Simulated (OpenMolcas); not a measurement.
## Tc2+: effect of the IPEA shift

* Program: OpenMolcas
* Basis: ANO-RCC-VTZP [7s6p4d2f1g]
* Scalar Hamiltonian: DKH2, point nucleus
* Active space: 11 electrons in 8 orbitals (RAS1 4p, at most 2 holes; RAS2 4d)
* State averaging: 2S+1 = 6 even, 1 root; 2S+1 = 4 even, 24 roots; 2S+1 = 2 even, 70 roots
* Spin-orbit coupling: RASSI with atomic mean-field integrals over the reference wave functions, term energies averaged over their components

Methods on the same reference wave functions:
A. RASSCF
B. MS-RASPT2, IPEA 0 Eh, imaginary shift 0.1 Eh (closed shells correlated: 4s)
C. MS-RASPT2, IPEA 0.25 Eh, imaginary shift 0.1 Eh (closed shells correlated: 4s)

Energies in cm-1 above 4d5 6S 5/2.

```tsv
Level	A	B	C
4d5 6S 5/2	0.0	0.0	0.0
4d5 4G 5/2	24798	20120	20840
4d5 4G 7/2	24958	20280	20990
4d5 4G 11/2	25013	20330	21040
4d5 4G 9/2	25053	20370	21080
4d5 4P 5/2 [61 %]	25683	22210	23080
4d5 4P 3/2 [64 %]	25931	22530	23400
4d5 4P 1/2	26187	23020	23900
4d5 4D 7/2	29419	24120	24950
4d5 4D 1/2	29730	24650	25490
4d5 4D 5/2 [63 %]	29890	25050	25920
4d5 4D 3/2 [64 %]	29891	25050	25900
4d5 2D 5/2(1) [52 %]	36253	31240	32700
4d5 2I 11/2	36443	29570	30700
4d5 2I 13/2	36827	29920	31030
4d5 2D 3/2(1) [52 %]	37248	32030	33300
4d5 4F 9/2	39184	33140	34050
4d5 4F 5/2	39336	33600	34470
4d5 4F 3/2 [52 %]	39995	34370	35470
4d5 2H 11/2	43147	36950	38240
4d5 2G 7/2(1)	43938	36290	37850
4d5 2F 5/2(2)	46425	38600	39950
4d5 2F 7/2(2)	46524	38480	39910
4d5 2S 1/2	50201	41640	43500
```

Between B and C the level of the table that moves most is 4d5 2S 1/2, by 1900 cm-1 (lowest in B, highest in C). Moves below CASPT2's spread within the term are not significant.

From A to B the spin-free energies of the other terms of 4d5 shown, above 6S, scale by factors of 0.81 to 0.89, as is usual when dynamic correlation screens the repulsion within a d or f shell.

The lowest spin-free term lies below A's lowest term by 0.354 hartree in B, 0.344 hartree in C.

CASPT2 does not keep the components of a term degenerate, so their means are used; among the terms shown or strongly mixed into the levels shown the widest spread is 930 cm-1 (4d5 2I, C). Active for correlation alone: 4p; no level in the range computed is led by a configuration that opens it, so any true level of that kind is missing. The CASPT2 spread within a term exceeds the gap to the next term for 4d5 4F and 4d5 2F(1), so the order of their levels is uncertain, and so are names and mixing where such terms share a J (figures for B; the like holds for C). Without dynamic correlation excited terms often stand tens of per cent too high (terms of higher spin than the ground term too low), and those without a measured partner can miss by more than the paired ones (holds for A). Levels of configurations outside the active space are missing. The table leaves out levels that lie high or whose names do not pair safely across all columns.

A share in square brackets marks a mixed level and gives the weight of the term that names it, the lowest over the columns. A number in round brackets counts repeated terms of one configuration in the order of the reference energies.
